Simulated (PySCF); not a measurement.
Two-component Hartree-Fock for V³⁺ (vanadium, charge +3)

Start: [Ar] 3d2; 3d5/2 filled at m_j = +3/2, +5/2. Calculated with PySCF 2.14 in x2c-SVPall-2c with one added diffuse shell each of s, d type (6s5p4d1f, 48 functions): generalised Hartree-Fock with the X2C-1e Hamiltonian and a Gaussian nucleus; one run each with spin-orbit coupling (SO) switched off, then screened by Boettger's factors. This is a chosen level, not necessarily the ground level.

```tsv
spinor shell	electrons	ε, spin-free (eV)	ε, screened SO (eV)	weight of nominal j (screened SO)	rms radius, screened SO (bohr)
1s1/2	2	-5555.8	-5555.8	1.000	0.0768
2s1/2	2	-694.41	-694.42	1.000	0.332
2p1/2	2	-583.29	-587.99	0.995	0.301
2p3/2	4	-583.29	-580.99	0.998	0.304
3s1/2	2	-122.23	-122.24	1.000	1.01
3p3/2	4	-89.165	-89.805	0.853	1.09
3p1/2	2	-89.165	-87.904	0.707	1.09
3d5/2	2	-47.841	-47.823	0.896	1.28
```

```
   quantity   spin-free  screened SO
E (hartree)  -946.24514   -946.24935
        M_J           4            4
       ⟨J²⟩      20.004       20.004
       ⟨L²⟩      12.004       12.005
       ⟨S²⟩       2.000        2.001
```

Each row is a mean over spinors that exchange with the open shell spreads, by up to 8.793 eV (3p3/2).

Rows whose weight is well below 1 are mixtures of j = l ± 1/2: exchange outweighs spin-orbit coupling there, and the label is only the starting occupation.

Without spin-orbit coupling the j labels of p, d and f shells carry no meaning; the spin-free column gives the mean over the occupied spinors of each nl shell.
